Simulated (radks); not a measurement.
Results of a calculation; reference values are marked as such.
V I, configuration [Ar] 3d5 (not the ground configuration).

Code: a radial shooting solver on a logarithmic mesh with Libxc functionals. Model: non-relativistic Kohn-Sham, r2SCAN, spin-unpolarised, spherical densities, point nucleus; meta-GGA in the generalised Kohn-Sham scheme.

Energy parts (hartree):
part                       energy
total                  -943.64180
kinetic                 942.79956
electron-nucleus      -2241.07248
Hartree                 399.83864
exchange-correlation    -45.20752

Orbitals (lengths in bohr, moments of r in powers of bohr; <r^-3> diverges for s and p1/2; r(90%) holds 90 % of the orbital's charge):
orbital  occ.  eigenvalue (hartree)  r(90%)       <r^4>  <r^-3>     <r^2>
1s          2             -196.2859   0.119  0.00009336       -  0.006035
2s          2             -21.92601   0.481     0.02269       -    0.1136
2p          6             -18.41289   0.451     0.01773   302.6   0.09295
3s          2              -2.42421    1.45       1.896       -     1.077
3p          6              -1.46336    1.61       2.892   33.97     1.272
3d          5              -0.03777    4.05       217.7   1.855     6.675

The highest occupied level is 3d at -1.028 eV. The electron density at the nucleus is 8174 e/bohr^3. Summed over all electrons, <r^2> = 43.96 bohr^2, which gives a Langevin (diamagnetic) susceptibility term of -34.8 x 10^-6 cm^3/mol. The density falls to 0.001 e/bohr^3 at r = 4.39 bohr. Virial ratio -V/T = 2.00089.
